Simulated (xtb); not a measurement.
Spectroscopic constants of Hg$_{2}$+, multiplicity 2 (lowest of 2S+1 = 2, 4 at CCSD(T)/def2-TZVPP on PBE0 minima; our sources give no spin for the ground state, which may be another). No spin–orbit coupling.

Seven points along R, fitted to fifth degree in 1/R; most abundant isotopes. Runs in def2 and cc sets follow the lowest solution found near the PBE0 minimum.

Run with xtb for the GFN methods. Each number belongs to the level named beside it. The GFN methods have no spin term and hold the electronic entropy of 300 K.

Energies at GFN2-xTB:

| R (Å) | E (hartree) |
|---|---|
| 2.602483 | -1.16062270 |
| 2.672442 | -1.16203463 |
| 2.736805 | -1.16276245 |
| 2.809562 | -1.16309524 |
| 2.882320 | -1.16302813 |
| 2.966271 | -1.16256423 |
| 3.064214 | -1.16161136 |

With a reduced mass of 100.9853 u, find the minimum, the force constant and the constants.

A fifth-degree polynomial in 1/R puts the minimum at r_e = 2.8317 Å with force constant 30.3 N/m. Then ω_e = (1/2πc)√(k/μ) = 71 cm⁻¹ and B_e = h/(8π²cμr_e²) = 0.02082 cm⁻¹; the cubic and quartic terms give α_e = 7.9e-5 and ω_e x_e = 0.019 cm⁻¹.
